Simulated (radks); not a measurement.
Values are calculated unless marked as measured or tabulated.
Coulomb parameter of the 3d shell of the chromium ion Cr2+ in the model configuration [Ar] 3d2 4p2, as a second difference U = [E(n + 1) + E(n - 1) - 2 E(n)] / (1)^2 with all orbitals relaxed. "Bare": the charge of the atom changes with n. "Screened": the 4p shell takes up the change at fixed total charge, which measures U(3d,3d) + U(4p,4p) - 2 U(3d,4p). Level of theory: scalar-relativistic Kohn-Sham, PBE, spin-unpolarised, spherical densities, point nucleus (a radial shooting solver on a logarithmic mesh with Libxc functionals).

\begin{tabular}{lrr}
case & configuration & E - E(n) (eV) \\ \hline
start & [Ar] 3d2 4p2 & 0.000 \\
bare +1 & [Ar] 3d3 4p2 & -28.946 \\
bare -1 & [Ar] 3d1 4p2 & 46.121 \\
screened +1 & [Ar] 3d3 4p1 & -16.438 \\
screened -1 & [Ar] 3d1 4p3 & 22.131 \\
\end{tabular}

U(bare) = 17.175 eV, U(screened by 4p) = 5.693 eV, against the Slater integral F0(3d,3d) = 23.744 eV with frozen orbitals.
